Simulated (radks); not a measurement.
Problem. Species: Ga3+. Configuration: [Ar] 3d10. Method: Dirac Kohn-Sham, BLYP, spin-unpolarised, spherical densities, finite nucleus; Fermi nuclear charge, rms radius 3.9973 fm; computed with a radial shooting solver on a logarithmic mesh with Libxc functionals. Some entries of the table are withheld. Estimate them.

orbital  occ.  eigenvalue (eV)  r(max) (bohr)  <r^2> (bohr^2)
1s1/2       2        -10263.96            (1)             (2)
2s1/2       2              (3)         0.1825         0.05592
2p1/2       2        -1151.066         0.1444         0.04355
2p3/2       4        -1123.379         0.1473         0.04505
3s1/2       2        -181.5047         0.5646          0.4907
3p1/2       2              (4)         0.5612             (5)
3p3/2       4              (6)         0.5696             (7)
3d3/2       4              (8)         0.5306          0.7924
3d5/2       6              (9)         0.5335          0.8033

Solution. 
(1) 1s1/2 r(max) (bohr): 0.03178
(2) 1s1/2 <r^2> (bohr^2): 0.003178
(3) 2s1/2 eigenvalue (eV): -1295.574
(4) 3p1/2 eigenvalue (eV): -134.7928
(5) 3p1/2 <r^2> (bohr^2): 0.5317
(6) 3p3/2 eigenvalue (eV): -131.1583
(7) 3p3/2 <r^2> (bohr^2): 0.5487
(8) 3d3/2 eigenvalue (eV): -52.7541
(9) 3d5/2 eigenvalue (eV): -52.2824
